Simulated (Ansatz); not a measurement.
Species: OsO, charge 0, multiplicity 3. The spin state was set by rule; other spins were not relaxed. 
Structure (B3LYP-D3(BJ)/def2-TZVP (Ansatz, an electronic-structure program) minimum search):
```xyz
2

Os     0.0000     0.0000    -0.1587
O      0.0000     0.0000     1.5078
```
Charge 0, spin multiplicity 3.

Quantity: vertical ionisation energy (to the quartet state of charge +1; each state is the SCF solution reached for its spin; the UHF <S^2> is 4.43 for the quartet (pure: 3.75) and 2.79 for the triplet (pure: 2.00); for the quartet T1 is 0.092; for the triplet T1 is 0.082), in eV. Cores are frozen in the correlated levels unless marked. UHF or UKS for open shells. No spin-orbit coupling. The frozen core is the preceding noble-gas configuration, with the filled d and f shells of earlier blocks. In def2 rows, elements after Kr have scalar-relativistic effective core potentials. CBS marks a two-point X^-3 extrapolation of the correlation energy; Hartree-Fock from the larger set.

| level | program | vertical ionisation energy (eV) |
|---|---|---|
| PBE/def2-TZVPD | Ansatz | 8.83 |
| B3LYP/def2-TZVPD | Ansatz | 8.93 |
| CCSD/def2-TZVPPD | Ansatz | 8.42 |
| CCSD/def2-QZVPPD | Ansatz | … |
| CCSD(T)/CBS(def2-TZVPPD,def2-QZVPPD) | Ansatz | … |

What belongs in the gaps?


- CCSD/def2-QZVPPD, vertical ionisation energy (eV): 8.50
- CCSD(T)/CBS(def2-TZVPPD,def2-QZVPPD), vertical ionisation energy (eV): 8.79
